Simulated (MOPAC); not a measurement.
MOPAC input (AM1):

```
AM1 PRECISE GNORM=0.05 LET XYZ GEO-OK AUX(PRECISION=9) THREADS=1
ClRb

Rb   -0.00000000 1   -0.00000000 1   -0.90239267 1
Cl    0.00000000 1    0.00000000 1    1.96403109 1
```

Output:

```
 *******************************************************************************
 **                                                                           **
 **                              MOPAC v23.2.5                                **
 **                                                                           **
 *******************************************************************************
 ** MOPAC's Digital Object Identifier: https://doi.org/10.5281/zenodo.6511958 **
 **                                                                           **
 ** Please cite the open-source release paper for use of this MOPAC version:  **
 ** J. E. Moussa and J. J. P. Stewart (2026)                                  **
 ** MOPAC: An open-source semiempirical molecular orbital program             **
 ** J. Open Source Softw., 11(119), 8025, https://doi.org/10.21105/joss.08025 **
 *******************************************************************************

                              AM1 CALCULATION RESULTS

 *******************************************************************************
 *  AM1        - The AM1 Hamiltonian to be used
 *  GEO-OK     - OVERRIDE INTERATOMIC DISTANCE AND OTHER SAFETY CHECKS
 *  LET        - OVERRIDE SOME SAFETY CHECKS
 *  PRECISE    - TIGHTER CRITERIA TO BE USED
 *  XYZ        - CARTESIAN COORDINATE SYSTEM TO BE USED
 *  GNORM      - EXIT WHEN GRADIENT NORM DROPS BELOW 0.050
 *  AUX        - OUTPUT AUXILIARY INFORMATION
 *******************************************************************************
AM1 PRECISE GNORM=0.05 LET XYZ GEO-OK AUX(PRECISION=9) THREADS=1
 ClRb

   ATOM   CHEMICAL          X               Y               Z
  NUMBER   SYMBOL      (ANGSTROMS)     (ANGSTROMS)     (ANGSTROMS)

     1      Rb         -0.00000000  *  -0.00000000  *  -0.90239267  *
     2      Cl          0.00000000  *   0.00000000  *   1.96403109  *

          CARTESIAN COORDINATES

    NO.       ATOM           X           Y           Z

     1        Rb         -0.0000     -0.0000     -0.9024
     2        Cl          0.0000      0.0000      1.9640

 Cl: (AM1): M.J.S. DEWAR AND E. G. ZOEBISCH, THEOCHEM, 180, 1 (1988).
 Rb: (AM1): J. J. P. STEWART, J. MOL. MOD., 10, 155-164 (2004)

           Empirical Formula: Rb Cl  =     2 atoms

      MOLECULAR POINT GROUP   :   C*v

      RHF CALCULATION, NO. OF DOUBLY OCCUPIED LEVELS = 4

          Geometry optimization using EF

          DIAGONAL MATRIX USED AS START HESSIAN

 CYCLE:     1  GRAD.:    10.600 HEAT: -51.65595
 CYCLE:     2  GRAD.:     0.861 HEAT: -51.96576
 CYCLE:     3  GRAD.:     0.069 HEAT: -51.96761
 CYCLE:     4  GRAD.:     0.000 HEAT: -51.96763

     GRADIENT =  0.00016 IS LESS THAN CUTOFF =  0.05000

 -------------------------------------------------------------------------------
 AM1 PRECISE GNORM=0.05 LET XYZ GEO-OK AUX(PRECISION=9) THREADS=1
 ClRb

     GEOMETRY OPTIMISED USING EIGENVECTOR FOLLOWING (EF).
     SCF FIELD WAS ACHIEVED

                              AM1 CALCULATION
                                                       MOPAC v23.2.5 Linux

          FINAL HEAT OF FORMATION =        -51.96763 KCAL/MOL =    -217.43255 KJ/MOL

          COSMO AREA              =        185.79 SQUARE ANGSTROMS
          COSMO VOLUME            =        234.51 CUBIC ANGSTROMS

          GRADIENT NORM           =          0.00016          =       0.00011 PER ATOM
          IONIZATION POTENTIAL    =          8.809766 EV
          HOMO LUMO ENERGIES (EV) =         -8.810  2.516
          NO. OF FILLED LEVELS    =          4
          MOLECULAR WEIGHT        =        120.9208         POINT GROUP:  C*v

          MOLECULAR DIMENSIONS (Angstroms)

            Atom       Atom       Distance
           Cl     2   Rb     1     2.78533
           Cl     2   Rb     1     0.00000
           Rb     1   Cl     2     0.00000

          SCF CALCULATIONS        =          5

   ATOM   CHEMICAL          X               Y               Z
  NUMBER   SYMBOL      (ANGSTROMS)     (ANGSTROMS)     (ANGSTROMS)

     1      Rb          0.00000000  *   0.00000000  *  -0.86184797  *
     2      Cl          0.00000000  *   0.00000000  *   1.92348639  *

                             CARTESIAN COORDINATES

   1   Rb        0.000000000     0.000000000    -0.861847967
   2   Cl        0.000000000     0.000000000     1.923486387

           Empirical Formula: Rb Cl  =     2 atoms

      MOLECULAR POINT GROUP   :   C*v

                  EIGENVALUES
 -31.53774  -9.08743  -8.80977  -8.80977   2.51643   2.51643   2.82818   2.95968

              NET ATOMIC CHARGES AND DIPOLE CONTRIBUTIONS

  ATOM NO.   TYPE          CHARGE      No. of ELECS.   s-Pop       p-Pop
    1         Rb           0.804458        0.1955     0.00228     0.19326
    2         Cl          -0.804458        7.8045     1.97502     5.82944
 DIPOLE           X         Y         Z       TOTAL
 POINT-CHG.    -0.000    -0.000   -10.762    10.762
 HYBRID        -0.000    -0.000    -0.112     0.112
 SUM           -0.000    -0.000   -10.874    10.874

          ATOMIC ORBITAL ELECTRON POPULATIONS

     Atom    s        px        py        pz
    1 Rb   0.00228   0.05497   0.05497   0.08332
    2 Cl   1.97502   1.94503   1.94503   1.93938

 **********************
 *                    *
 * JOB ENDED NORMALLY *
 *                    *
 **********************

 == MOPAC DONE ==
```
